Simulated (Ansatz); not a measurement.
The pair A = H2 (SMILES [H][H]) (first 2 atoms), B = C4H6 (SMILES C=CC=C); geometry from B3LYP-D3(BJ)/def2-TZVP.
(charge 0, multiplicity 1):
```xyz
12

H     -0.398    -0.772    -0.139
H     -0.315    -0.330     0.455
C      0.918     1.527     2.649
C      0.008     0.817     3.320
C      0.137    -0.596     3.622
C     -0.776    -1.307     4.286
H      1.832     1.072     2.286
H      0.779     2.580     2.443
H     -0.898     1.305     3.669
H      1.043    -1.084     3.273
H     -0.640    -2.360     4.488
H     -1.691    -0.851     4.647
```

Correlated levels freeze the cores. MP2 and its Hartree–Fock in aug-cc-pVTZ are density fitted.

Codes used: Ansatz (Gaussian basis) for Hartree–Fock, density functionals and correlated methods. Each number belongs to the level named beside it.

The counterpoise-corrected interaction energy is E(AB) − E(A in the pair's basis) − E(B in the pair's basis). Total energies (hartree):

```csv
level,AB,A in the pair's basis,B in the pair's basis
HF/aug-cc-pVDZ,-156.0690477,-1.1288586,-154.9407605
MP2/aug-cc-pVDZ,-156.6514766,-1.1563435,-155.4943625
HF/aug-cc-pVTZ,-156.1116748,-1.1330045,-154.9792496
MP2/aug-cc-pVTZ,-156.8043030,-1.1650339,-155.6383498
CCSD(T)/aug-cc-pVDZ,-156.7285181,-1.1649073,-155.5629305
```

Question: Work out the counterpoise-corrected interaction energy at the basis-set limit: extrapolate the MP2 correlation part as X⁻³, take Hartree–Fock from the larger set, and add the CCSD(T) − MP2 difference of aug-cc-pVDZ.

Answer: 
1. Differences (1 hartree = 627.509 kcal/mol): HF/aug-cc-pVDZ 0.359; MP2/aug-cc-pVDZ -0.484; HF/aug-cc-pVTZ 0.363; MP2/aug-cc-pVTZ -0.577; CCSD(T)/aug-cc-pVDZ -0.427.
2. Correlation parts, MP2 less HF: -0.842 in aug-cc-pVDZ (X = 2), -0.940 in aug-cc-pVTZ (X = 3).
3. Limit (3³·(-0.940) − 2³·(-0.842))/(3³ − 2³) = -0.982; with HF/aug-cc-pVTZ it gives -0.618.
4. CCSD(T) less MP2 in aug-cc-pVDZ: 0.057.
Result: -0.56 kcal/mol, against -0.48 at MP2/aug-cc-pVDZ. It is an estimate of this method's limit, not of the exact value.

Ansatz is a quantum-chemistry and plane-wave program.
